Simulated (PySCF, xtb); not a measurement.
B(Me)(OH)(SeH) (CH5BOSe), SMILES CB(O)[SeH].

Geometry: B3LYP-D3(BJ)/def2-SVP. This is a generated structure with no PubChem entry under its InChIKey; it may be hypothetical. One conformer was computed; it need not be the lowest.

The numbers are results of IEF-PCM-ωB97X/def2-SVP in PySCF, not measurements.

The values are the electrostatic part of the solvation free energy, E(continuum) − E(gas) at the gas-phase geometry, in a cavity of scaled van der Waals radii (PySCF's table); cavitation and dispersion terms are not included. In vacuum the orbital gap is 11.83 eV. The dipole moment in vacuum is 2.59 D.

Computed values in water (ε = 78.36), chlorobenzene (ε = 5.70), dichloromethane (ε = 8.93):
```
solvent              ε  ΔG(elec) (kcal/mol)  dipole (D)  gap (eV)
---------------  -----  -------------------  ----------  --------
water            78.36                 -5.5        3.31     12.11
chlorobenzene     5.70                 -4.1        3.13     12.04
dichloromethane   8.93                 -4.6        3.20     12.06
```

For comparison, GFN2-xTB/ALPB(water) (xtb, at the GFN2-xTB geometry, all terms of that model) gives -6.4 kcal/mol.
